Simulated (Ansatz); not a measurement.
Start from `[NH2][In]([OH])[SH]` and change one atom or group to get `C[CH2][In]([OH])[SH]`.

Ansatz, PBE0-D4/def2-TZVP geometries, multiplicity 1. Each molecule was computed in one conformer, which needn't be the lowest.

Elements past krypton have def2 core potentials.

```json
{"property": "HOMO energy (PBE0/def2-TZVPP) / eV", "`[NH2][In]([OH])[SH]`": "-7.41"}
{"property": "HOMO–LUMO gap (ωB97M-V/def2-TZVPP) / eV", "`[NH2][In]([OH])[SH]`": "10.10"}
{"property": "HOMO energy (B3LYP/def2-TZVPP) / eV", "`[NH2][In]([OH])[SH]`": "-7.16"}
{"property": "size of the dipole moment (B3LYP/def2-TZVPP) / D", "`[NH2][In]([OH])[SH]`": "1.69"}
{"property": "size of the dipole moment (ωB97M-V/def2-TZVPP) / D", "`[NH2][In]([OH])[SH]`": "1.70"}
{"property": "LUMO energy (ωB97M-V/def2-TZVPP) / eV", "`[NH2][In]([OH])[SH]`": "0.42"}
```

Problem. Give the same properties after the change, and the shifts. (An estimate is asked.)

Solution. Computed: 
```csv
property,`C[CH2][In]([OH])[SH]`,shift
HOMO energy (PBE0/def2-TZVPP) / eV,-7.24,0.17
HOMO–LUMO gap (ωB97M-V/def2-TZVPP) / eV,10.07,-0.03
HOMO energy (B3LYP/def2-TZVPP) / eV,-6.99,0.17
size of the dipole moment (B3LYP/def2-TZVPP) / D,3.35,1.66
size of the dipole moment (ωB97M-V/def2-TZVPP) / D,3.35,1.65
LUMO energy (ωB97M-V/def2-TZVPP) / eV,0.62,0.20
```

With PBE0 the HOMO rises by 0.17 eV and the LUMO rises by 0.44 eV, so the gap widens by about 0.27 eV. PBE moves the HOMO by 0.06 eV and ωB97M-V by 0.23 eV. Dipoles are sizes alone; their direction can turn.

B3LYP here is the variant with VWN-RPA as its local correlation; programs differ in this.
